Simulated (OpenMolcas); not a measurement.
Cu3+ among 6 point charges of -1 e arranged as a trigonal antiprism (D3d), 1.86 Å from the ion, with a polar angle of 48.7° against the regular 54.74°.

| Property | Result |
| --- | --- |
| Program | OpenMolcas |
| Method | CASSCF |
| Basis | ANO-RCC-VDZP [5s4p2d1f] |
| Scalar Hamiltonian | DKH2, point nucleus |
| Active space | 8 electrons in 5 orbitals (3d) |
| State averaging | 2S+1 = 3 even, 10 roots; 2S+1 = 1 even, 15 roots |
| Spin-orbit coupling | RASSI with atomic mean-field integrals over the reference wave functions |

Q: What is the spin-free ground state (labels of D3, the rotations of D3d)?

A: 3A2, 1-fold in its orbital part, 100 % from free-ion F terms; it has the highest spin that d8 allows.

Q: Where is the first state of the same spin?

A: 3E at 1690 cm-1 above the ground state.

Q: What are the lowest two levels with spin-orbit coupling?

A: A 1-fold level A1, then a 2-fold level E 166.2 cm-1 above it. Their leading multiplicities are 3 (100 %) and 3 (100 %).

Q: What is χT at 300 K, and how does it compare with the textbook value?

A: The lowest level has 2S+1 = 3, for which the spin-only value is χT = S(S+1) / 2 = 1.000 cm3 K/mol (g = 2). The computed 2.692 at 300 K differs by +1.692, through orbital momentum, spin-orbit coupling and any other state in reach.

Without dynamic correlation the repulsion within the d shell is too large (B by tens of per cent), so at a given field states of lower spin stand too high. The ground term spreads over less than 5000 cm-1, several times less than with real ligands, so orbital moments are less quenched and χT lies further from the spin-only value than at real sites. Point charges carry no covalency, so the field is a model and not that of real ligands. No measured value stands beside these numbers.
